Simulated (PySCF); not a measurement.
Two species compared at the same levels of theory.

First species: C₆H₅ClO₂S.
SMILES: `CSc1ccc(C(=O)Cl)o1`

Second species: benzenesulfonyl chloride, C₆H₅ClO₂S.
InChI=1S/C6H5ClO2S/c7-10(8,9)6-4-2-1-3-5-6/h1-5H

Levels: PBE0/pcSseg-1 for dipole moment, HOMO energy, LUMO energy and HOMO–LUMO gap; GFN2-xTB for rotational constant A and rotational constant C. Geometries: GFN2-xTB. Each species is one conformer at its optimised geometry, gas phase, non-relativistic unless stated. Electronic properties by PySCF.

The conformers computed, where there is a choice (atom-mapped SMILES and torsion angles):
- `[CH3:1][S:2][c:3]1[cH:4][cH:5][c:6]([C:7](=[O:8])[Cl:9])[o:10]1`: C1–S2–C3–C4 180°, C5–C6–C7–O8 0°
- `[O:1]=[S:2](=[O:3])([Cl:4])[c:5]1[cH:6][cH:7][cH:8][cH:9][cH:10]1`: O1–S2–C5–C6 23°

(1) Which has the higher HOMO energy?

(2) Which of the two has the higher rotational constant A, and by how much?

(3) Which of the two has the higher dipole moment, and by how much?

(4) Which of the two has the higher rotational constant C, and by how much?

(5) Which has the higher HOMO–LUMO gap?

Results:

(1) The first: -6.63 eV against -8.39 eV, a difference of 1.76 eV.

(2) The second: 1.969 GHz against 1.805 GHz, a difference of 0.164 GHz.

(3) The second: 5.26 D against 4.43 D, a difference of 0.83 D.

(4) The second: 0.675 GHz against 0.473 GHz, a difference of 0.202 GHz.

(5) The second: 6.34 eV against 4.61 eV, a difference of 1.73 eV.

On the first: In atomic units the dipole is 1.74 e·bohr (1 au = 2.5417 D).

On the second: A dipole of 5.26 D is allowed in Cs, and pure rotational transitions are dipole-allowed. The dipole matches unit charges of opposite sign 1.10 Å apart (1 e·Å = 4.8032 D).
